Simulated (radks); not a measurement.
All-electron atom: P I in [He] 2s2 2p5.5 3s2 3p3 4s0.5 (fractional occupations, a model configuration). Calculated with a radial shooting solver on a logarithmic mesh with Libxc functionals: scalar-relativistic Kohn-Sham, PBEsol, spin-polarised, spherical densities, finite nucleus; open shells are filled with parallel spins first; Fermi nuclear charge, rms radius 3.1889 fm.

Radial electron density D(r) = 4 pi r^2 rho(r):

```
   r/bohr * D(r) (the largest magnitude, 16.9, reaches the edge; | marks zero)
  0.01434 |           *
  0.01913 |                  *
  0.02572 |                           *
  0.03431 |                                     *
  0.04576 |                                               *
  0.06152 |                                                      *
  0.08205 |                                                     *
   0.1103 |                                             *
   0.1471 |                                    *
   0.1962 |                                  *
   0.2638 |                                          *
   0.3519 |                                                 *
   0.4694 |                                           *
    0.631 |                          *
   0.8417 |           *
    1.132 |       *
    1.509 |         *
    2.013 |       *
    2.706 |   *
     3.61 |*
    4.853 *
    6.473 *
    8.633 *
    11.61 *
    15.48 *
```

D(r) has 3 maxima, at r = 0.0699, 0.366, 1.55 bohr, and minima at 0.180, 1.09 bohr, inside which lie 2.19, 9.84 electrons.
